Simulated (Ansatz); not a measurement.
Relaxation of BF$_{3}$H$_{3}$N (8 atoms, charge 0, multiplicity 1), to a largest force component of 0.03 eV/Å in at most 50 steps.

Level of theory: Ansatz, RHF/def2-SVP.

```xyz
8
Properties=species:S:1:pos:R:3
B -0.046 0.432 -0.520
N -0.018 0.056 2.192
H -0.797 -0.273 2.735
H 0.816 -0.055 2.743
F 1.135 -0.012 -0.831
F -1.108 -0.254 -0.819
F -0.175 1.647 -0.038
H -0.152 1.059 2.013
```

Where does it end, and by what steps?

It converged. After 8 steps the energy has fallen by 0.680 eV; H3 moved furthest, 0.70 Å. Joined: B1–N2 (2.74 → 1.70 Å).

```tsv
step	energy less start (eV)	largest force component (eV/Å)	accepted
0	0.0000	1.066	yes
1	-0.0398	1.528	yes
2	-0.2097	1.631	yes
3	-0.3547	1.727	yes
4	-0.6094	1.052	yes
5	-0.5289	2.340	no
6	-0.6651	0.667	yes
7	-0.6737	0.081	yes
8	-0.6798	0.025	yes
```

```xyz
8
Properties=species:S:1:pos:R:3
B -0.046 0.396 0.082
N -0.040 0.255 1.772
H -0.690 -0.456 2.066
H 0.880 0.006 2.099
F 1.108 -0.201 -0.303
F -1.168 -0.262 -0.300
F -0.082 1.732 -0.138
H -0.306 1.130 2.196
```

Time of the run: 12 s on 1 thread of Arm Neoverse V2, on a shared host, peak memory 0.15 GiB.
